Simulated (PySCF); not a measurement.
Input file for PySCF: R-HF/3-21G on H5NSiSn (SMILES [NH2][Sn][SiH3]), a point of a torsion scan.

```python
from pyscf import gto, scf, dft, mp
from pyscf.data.elements import chemcore

mol = gto.M(
    atom='''
    N     2.03276303   -0.07763979   -0.03431467
    Sn    0.34748259    0.15553592    1.21700941
    Si    1.33402365   -0.99943431    3.38787783
    H     2.89905919    0.35351285    0.26742222
    H     2.28485364   -1.01529246   -0.32248153
    H     1.57147772   -2.45082721    3.22247173
    H     2.66289648   -0.49901689    3.80172858
    H     0.57220010   -0.94866544    4.65094321
    ''',
    basis='3-21g',
    charge=0, spin=0, verbose=3, max_memory=1800)
mf = scf.RHF(mol)
mf.conv_tol = 1e-8
mf.max_cycle = 100
mf.kernel()
if not mf.converged:
    mf = mf.newton().run(mf.mo_coeff, mf.mo_occ)
```

Program output:

```
converged SCF energy = -6340.69299899951
```

The calculation finished and met its thresholds.

Cost: around 1.0 core-seconds (rough).
